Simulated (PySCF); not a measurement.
Molecule: SMILES O=Cc1pcncc1[SiH3], C5H6NOPSi.

Cartesian coordinates in Å; atom numbers follow the order of the lines, from 1:
```xyz
15

O    -1.768    1.855    0.143
C    -0.618    1.952    0.508
C     0.340    0.867    0.401
P     1.972    1.163    0.976
C     2.621   -0.421    0.606
N     2.007   -1.441    0.070
C     0.735   -1.407   -0.286
C    -0.127   -0.325   -0.153
Si   -1.941   -0.435   -0.714
H    -0.238    2.891    0.947
H     3.666   -0.596    0.846
H     0.366   -2.329   -0.717
H    -2.177    0.434   -1.860
H    -2.836   -0.377    0.435
H    -2.007   -1.822   -1.223
```

Frames of a GFN2-xTB Langevin trajectory at 600 K; GIAO PBE0/pcSseg-1 shieldings in PySCF 2.14.0 with density-fitted response routines, gas phase, non-relativistic; equivalent atoms averaged within each frame.

Scale: H2O for 17O (σ = 336.08 ppm); 13C (σ = 186.93 ppm) and 29Si (σ = 349.16 ppm) and 1H (σ = 31.72 ppm) vs TMS; H3PO4 for 31P (σ = 318.38 ppm); 15N (σ = 267.73 ppm) vs NH3 (reference shieldings calculated alike). The references are static minima.

Question: How do the shifts (ppm) fluctuate along the trajectory?

Answer: 
| time (fs) | O1 | C2 | C5 | C3 | C7 | C8 | P4 | N6 | Si9 | H11 |
| --- | --- | --- | --- | --- | --- | --- | --- | --- | --- | --- |
| optimised geometry | 634.6 | 202.5 | 192.3 | 184.3 | 160.5 | 144.7 | 253.1 | 385.9 | -70.5 | 11.17 |
| 250 | 596.4 | 213.3 | 194.8 | 183.8 | 164.3 | 152.2 | 264.8 | 409.8 | -94.3 | 11.45 |
| 425 | 614.0 | 198.8 | 201.0 | 183.2 | 165.8 | 141.9 | 250.6 | 352.7 | -46.0 | 11.01 |
| 625 | 648.9 | 201.1 | 195.0 | 190.9 | 158.5 | 150.6 | 208.4 | 368.1 | -72.3 | 11.25 |
| 800 | 721.3 | 207.9 | 184.9 | 201.4 | 166.3 | 145.6 | 245.1 | 393.6 | -75.7 | 10.59 |
| 1000 | 691.2 | 194.4 | 178.5 | 209.0 | 161.8 | 131.8 | 247.8 | 377.5 | -70.5 | 11.22 |
| mean of frames | 654.4 | 203.1 | 190.8 | 193.7 | 163.3 | 144.4 | 243.3 | 380.3 | -71.7 | 11.10 |
| standard deviation | 52.1 | 7.5 | 9.0 | 11.3 | 3.2 | 8.2 | 20.9 | 22.2 | 17.2 | 0.33 |

5 frames give an uncertainty of the mean of about the standard deviation over 2.2 at best, since frames this close in time may not be independent; classical motion lacks zero-point vibration, and the reference would need the same averaging.
